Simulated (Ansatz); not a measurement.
Reaction (redistribution): `BC[SiH2]F` + `CB(Cl)[SiH2]O` → `BC[SiH2]Cl` + `CB(F)[SiH2]O`

Computed with Ansatz on PBE0-D4/def2-TZVP structures; ΔE is electronic, products minus reactants. CBS: MP2 limit from def2 TZ/QZ plus the TZ coupled-cluster correction, frozen cores. Functionals use def2-TZVPP. Each species was taken in one conformer, which may not be the lowest.

(1) Is it downhill or uphill in electronic energy at CCSD(T)/CBS, and by how much? (An estimate is asked.)

(2) What do these levels give: r2SCAN-D4, PBE0-D4, ωB97X-V, ωB97M-V, PBE, PBE0, HF/def2-TZVPP, SCS-MP2/def2-TZVPP, CCSD/def2-TZVPP, MP2/def2-QZVPP, SCS-MP2/def2-QZVPP, HF/CBS(def2)? (An estimate is asked.)

Largest T1 diagnostic among the species: 0.013.

Results:

(1) Computed: Nearly level: ΔE = -0.01 eV.

(2) Computed: r2SCAN-D4 -0.04, PBE0-D4 -0.07, ωB97X-V -0.07, ωB97M-V -0.06, PBE -0.08, PBE0 -0.08, HF/def2-TZVPP -0.08, SCS-MP2/def2-TZVPP 0.00, CCSD/def2-TZVPP -0.03, MP2/def2-QZVPP 0.02, SCS-MP2/def2-QZVPP 0.01, HF/CBS(def2) -0.06 eV.

In def2-TZVPP, CCSD(T) changes the Hartree–Fock value by +0.05 eV (the triples alone add +0.01 eV) and MP2 by +0.08 eV.
